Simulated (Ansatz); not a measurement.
Two isomers of CH6FGaSi: A = `FC[SiH2][GaH2]`, B = `F[CH2][GaH][SiH3]`.

Computed with Ansatz on PBE0-D4/def2-TZVP structures; ΔE is electronic, products minus reactants. CCSD(T)/CBS is the MP2 limit (def2-TZVPP, def2-QZVPP) plus CCSD(T) − MP2 in def2-TZVPP, frozen cores. DFT in def2-TZVPP. B3LYP here is the variant with VWN-RPA as its local correlation; programs differ in this. For Ga outer-core shells are correlated without core-valence functions, which leaves a few kJ/mol of doubt a bond. Scalar relativity is left out up to krypton. One conformer a species, not always the lowest.

Task: Which is lower in electronic energy at CCSD(T)/CBS, and by how much? (An estimate is asked.)

Result: Ansatz gave: A, by 1.3 kcal/mol.

Task: Give E(B) − E(A) in kcal/mol with CCSD(T)/def2-TZVPP, BLYP-D4, B3LYP-D4, ωB97M-V, HF/def2-TZVPP, PBE0-D4, B3LYP. (An estimate is asked.)

Result: Ansatz gave: CCSD(T)/def2-TZVPP 1.8, BLYP-D4 1.5, B3LYP-D4 1.7, ωB97M-V 3.1, HF/def2-TZVPP 0.8, PBE0-D4 1.7, B3LYP 0.6. None reverses the order clearly.

Task: Does the order hold for the free energy at 298.15 K (harmonic terms from PBE0-D4)? (Best estimate.)

Result: Ansatz gave: Too close to call: G(B) − G(A) = 0.0 kcal/mol, for one conformer each. Modes under 60 cm⁻¹, often nearly free rotors, make the harmonic entropy too high.

Largest T1 diagnostic: 0.013.

The D4 term adds +1.1 kcal/mol with B3LYP and +0.5 kcal/mol with PBE0; it sums over pairs of atoms, weighted by their polarisabilities, and B3LYP, whose exchange is more repulsive, gets the larger term. Leaving LDA and LC-ωPBE aside and taking each functional with its dispersion term where it has one, the values, not all of them listed here, spread over 2.7 kcal/mol, from B2PLYP to B97M-V. LDA lies +2.1 kcal/mol from PBE without D4.
